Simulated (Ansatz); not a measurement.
Steps of a relaxation of CH2AlClO2 with RKS PBE-D4/def2-SVP.

```sh
$ ansatz run in.yaml --threads 2 --pin off --events-out ev --progress --plain --max-ram 4352MiB
```

```yaml
crystal:
  periodic: [false, false, false]
  atoms:
    - {symbol: O, position_ang: [0.432000, -1.898700, 0.538800]}
    - {symbol: C, position_ang: [0.819700, -0.797900, 1.049100]}
    - {symbol: O, position_ang: [0.423600, 0.461900, 0.549600]}
    - {symbol: Al, position_ang: [-0.623900, 0.744100, -0.884100]}
    - {symbol: Cl, position_ang: [-1.181300, 2.781700, -1.550700]}
    - {symbol: H, position_ang: [1.498300, -0.843500, 1.890800]}
    - {symbol: H, position_ang: [-1.307100, -0.515500, -1.639100]}
basis:
  gaussian: {orbitals: def2-SVP}
hamiltonian: {xc: pbe, dispersion: d4}
relax: {f_tol: 0.03, max_steps: 200}
```

Positions (Å) and forces (eV/Å) along the path, 19 of 24 steps:

```xyz
7
step=1 energy=-24261.6726 eV
O     0.432   -1.899    0.539    1.201    3.759    1.623
C     0.820   -0.798    1.049   -2.889   -2.471   -3.889
O     0.424    0.462    0.550    0.656   -1.484    0.701
Al   -0.624    0.744   -0.884   -0.428    0.177   -0.101
Cl   -1.181    2.782   -1.551    0.583   -1.344    0.635
H     1.498   -0.844    1.891    0.651    0.820    0.905
H    -1.307   -0.515   -1.639    0.225    0.542    0.127
7
step=3 energy=-24261.9084 eV rejected
O     0.431   -1.798    0.520   -1.105   -0.810    0.033
C     0.665   -0.740    1.048    3.547    0.361   -0.083
O     0.380    0.459    0.531   -0.703    0.106    0.388
Al   -0.682    0.590   -0.885    0.192   -0.150    0.236
Cl   -0.960    2.596   -1.306   -0.115    0.601   -0.178
H     1.571   -0.669    1.808   -1.672    0.153   -0.230
H    -1.344   -0.505   -1.761   -0.144   -0.261   -0.166
7
step=5 energy=-24262.2046 eV
O     0.428   -1.855    0.592    0.025    0.170   -0.024
C     0.786   -0.765    0.990   -0.154   -0.053   -0.042
O     0.391    0.423    0.481    0.122   -0.297    0.090
Al   -0.691    0.615   -0.906    0.068    0.176    0.100
Cl   -0.985    2.670   -1.290   -0.017   -0.163   -0.017
H     1.491   -0.637    1.854   -0.011    0.147   -0.058
H    -1.358   -0.518   -1.766   -0.033    0.020   -0.049
7
step=6 energy=-24262.2008 eV rejected
O     0.439   -1.869    0.593    0.036    0.381    0.053
C     0.783   -0.770    0.988    0.155   -0.874    0.195
O     0.418    0.399    0.477   -0.317    0.561   -0.384
Al   -0.681    0.622   -0.892   -0.014   -0.096   -0.061
Cl   -0.996    2.657   -1.298    0.005    0.034    0.015
H     1.470   -0.614    1.856    0.114   -0.053    0.146
H    -1.371   -0.493   -1.770    0.020    0.046    0.036
7
step=7 energy=-24262.2101 eV
O     0.431   -1.859    0.595   -0.021    0.063   -0.026
C     0.784   -0.769    0.992    0.040   -0.143    0.063
O     0.401    0.412    0.481   -0.036    0.011   -0.055
Al   -0.686    0.618   -0.900    0.031    0.032    0.037
Cl   -0.991    2.661   -1.294   -0.010   -0.033   -0.008
H     1.488   -0.627    1.854    0.003    0.053    0.001
H    -1.364   -0.503   -1.773   -0.008    0.017   -0.012
7
step=8 energy=-24262.2110 eV
O     0.373   -1.863    0.643    0.003    0.087    0.007
C     0.781   -0.778    0.996    0.012    0.066    0.026
O     0.427    0.408    0.459    0.076   -0.150    0.102
Al   -0.673    0.622   -0.898   -0.113    0.044   -0.156
Cl   -1.033    2.660   -1.277    0.007   -0.045    0.022
H     1.514   -0.624    1.832   -0.003   -0.028   -0.016
H    -1.327   -0.494   -1.800    0.017    0.026    0.016
7
step=9 energy=-24262.2121 eV
O     0.365   -1.862    0.654   -0.008    0.019    0.000
C     0.782   -0.778    0.998    0.013    0.092    0.030
O     0.431    0.405    0.456    0.041   -0.096    0.048
Al   -0.674    0.620   -0.901   -0.068    0.020   -0.095
Cl   -1.037    2.658   -1.270    0.002   -0.015    0.016
H     1.520   -0.622    1.829    0.001   -0.032   -0.014
H    -1.326   -0.489   -1.812    0.020    0.012    0.015
7
step=10 energy=-24262.2200 eV
O     0.240   -1.838    0.766    0.047    0.138    0.053
C     0.774   -0.775    1.007   -0.036   -0.050   -0.029
O     0.481    0.395    0.413    0.001   -0.027   -0.004
Al   -0.660    0.619   -0.918    0.022    0.004    0.030
Cl   -1.114    2.649   -1.210   -0.007    0.008    0.019
H     1.584   -0.637    1.774   -0.033   -0.038   -0.041
H    -1.243   -0.481   -1.877    0.006   -0.036   -0.029
7
step=11 energy=-24262.2228 eV
O     0.164   -1.820    0.837    0.370    0.662    0.124
C     0.771   -0.775    1.012   -0.326   -0.348   -0.104
O     0.512    0.389    0.384    0.022   -0.175    0.046
Al   -0.654    0.615   -0.925    0.009   -0.001   -0.011
Cl   -1.158    2.643   -1.169   -0.006   -0.041    0.028
H     1.620   -0.644    1.740   -0.099   -0.102   -0.100
H    -1.194   -0.478   -1.925    0.031    0.004    0.018
7
step=12 energy=-24262.2307 eV
O     0.094   -1.782    0.891    0.320    0.610    0.105
C     0.758   -0.766    1.017   -0.162   -0.275   -0.159
O     0.544    0.390    0.357    0.047   -0.232    0.115
Al   -0.631    0.612   -0.944   -0.086    0.049    0.033
Cl   -1.203    2.632   -1.122    0.014   -0.101    0.000
H     1.647   -0.666    1.705   -0.184   -0.078   -0.090
H    -1.147   -0.487   -1.950    0.052    0.028   -0.003
7
step=14 energy=-24262.2579 eV
O    -0.093   -1.643    1.005    0.719    0.941   -0.049
C     0.744   -0.742    1.008   -0.458   -0.491    0.019
O     0.646    0.401    0.309    0.044   -0.292    0.156
Al   -0.617    0.594   -0.921   -0.044   -0.039   -0.092
Cl   -1.323    2.572   -1.052   -0.020   -0.060    0.047
H     1.698   -0.762    1.613   -0.268   -0.086   -0.128
H    -0.995   -0.488   -2.007    0.027    0.026    0.048
7
step=15 energy=-24262.2737 eV
O    -0.222   -1.507    1.062    1.166    1.202   -0.147
C     0.726   -0.712    1.005   -0.704   -0.657   -0.081
O     0.741    0.402    0.253    0.063   -0.377    0.201
Al   -0.548    0.590   -0.957   -0.294   -0.044    0.157
Cl   -1.425    2.511   -0.952    0.083   -0.167   -0.018
H     1.701   -0.836    1.567   -0.402   -0.040   -0.084
H    -0.912   -0.515   -2.024    0.087    0.083   -0.027
7
step=16 energy=-24262.3775 eV
O    -0.318   -1.332    1.048    0.645    0.761   -0.161
C     0.725   -0.673    0.985   -0.258    0.201   -0.567
O     0.882    0.377    0.153    0.098   -0.627    0.693
Al   -0.552    0.531   -0.907   -0.232   -0.191   -0.001
Cl   -1.486    2.425   -0.853    0.042   -0.165    0.065
H     1.658   -0.882    1.581   -0.314   -0.034   -0.041
H    -0.849   -0.514   -2.053    0.019    0.056    0.012
7
step=18 energy=-24262.6864 eV
O    -0.452   -1.008    0.884    0.158    1.103   -0.009
C     0.706   -0.524    0.964    1.339   -0.232   -1.924
O     1.111    0.374    0.057   -0.572   -0.777    1.468
Al   -0.531    0.385   -0.807   -0.284   -0.488    0.115
Cl   -1.528    2.242   -0.667   -0.013   -0.066    0.133
H     1.549   -0.977    1.573   -0.726    0.415    0.194
H    -0.794   -0.559   -2.050    0.097    0.045    0.023
7
step=19 energy=-24262.8786 eV
O    -0.511   -0.831    0.835    1.192    0.064   -0.134
C     0.741   -0.546    0.868    0.520    1.409   -0.184
O     1.186    0.391    0.042   -0.610   -1.779    0.981
Al   -0.534    0.319   -0.766   -0.483    0.213   -0.224
Cl   -1.543    2.169   -0.587   -0.004   -0.032    0.075
H     1.489   -0.990    1.608   -0.761    0.111   -0.542
H    -0.766   -0.581   -2.047    0.146    0.013    0.028
7
step=21 energy=-24262.9692 eV rejected
O    -0.498   -0.732    0.889    0.046   -0.283   -0.330
C     0.759   -0.502    0.878    0.039    0.225    0.306
O     1.214    0.327    0.017    0.013   -0.315   -0.317
Al   -0.574    0.283   -0.799    0.028    0.307    0.454
Cl   -1.560    2.139   -0.519    0.021   -0.100   -0.064
H     1.448   -1.007    1.608   -0.211    0.180   -0.146
H    -0.729   -0.575   -2.120    0.063   -0.014    0.098
7
step=22 energy=-24263.0094 eV
O    -0.491   -0.793    0.828   -0.028    0.010   -0.021
C     0.750   -0.492    0.865    0.228   -0.155    0.265
O     1.227    0.260   -0.050   -0.009    0.016   -0.030
Al   -0.565    0.270   -0.793   -0.139    0.106   -0.140
Cl   -1.519    2.123   -0.448   -0.008    0.000   -0.013
H     1.405   -0.884    1.680   -0.053    0.033   -0.064
H    -0.746   -0.552   -2.128    0.010   -0.010    0.004
7
step=23 energy=-24263.0111 eV
O    -0.490   -0.791    0.829    0.061    0.005    0.020
C     0.754   -0.498    0.869   -0.070    0.036   -0.094
O     1.227    0.260   -0.048   -0.003   -0.037    0.053
Al   -0.570    0.277   -0.796   -0.010    0.092    0.095
Cl   -1.528    2.129   -0.457   -0.002   -0.010   -0.014
H     1.409   -0.893    1.675    0.039   -0.025    0.047
H    -0.740   -0.552   -2.118   -0.015   -0.062   -0.106
7
step=24 energy=-24263.0120 eV
O    -0.489   -0.787    0.836   -0.005    0.001    0.002
C     0.756   -0.500    0.870    0.014   -0.011    0.012
O     1.228    0.262   -0.042    0.001    0.005   -0.002
Al   -0.571    0.284   -0.790   -0.007    0.006   -0.009
Cl   -1.539    2.134   -0.472    0.005   -0.006    0.003
H     1.415   -0.908    1.670   -0.009    0.007   -0.009
H    -0.739   -0.553   -2.118    0.001   -0.001    0.002
```

Run time 68 s (2 threads of an Intel Xeon on a shared host); peak host memory 0.16 GiB.
